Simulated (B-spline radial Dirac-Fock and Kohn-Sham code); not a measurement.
## Relativistic shifts of the levels of Bi⁷⁵⁺

System: Bi⁷⁵⁺, configuration [He] 2s2 2p4.

Both columns are ΔSCF binding energies of the configuration average from an atomic code on a B-spline grid: non-relativistic Hartree-Fock with a point nucleus, and Dirac-Fock with a finite nucleus and the Coulomb interaction alone, averaged over the two j levels with weights 2j+1.

```
shell  Hartree-Fock (eV)  Dirac-Fock (eV)  shift (eV)  shift (%)
   1s            89397.3          99309.5    +9912.15     +11.09
   2s            20920.1          23859.5    +2939.37     +14.05
   2p            20597.6          21772.2    +1174.61      +5.70
```

Relativity binds 1s, 2s, 2p more strongly, among those listed most of all 2s in relative terms.

Values without a named source are computed, but for edge energies of neutral atoms, which are taken from tables.
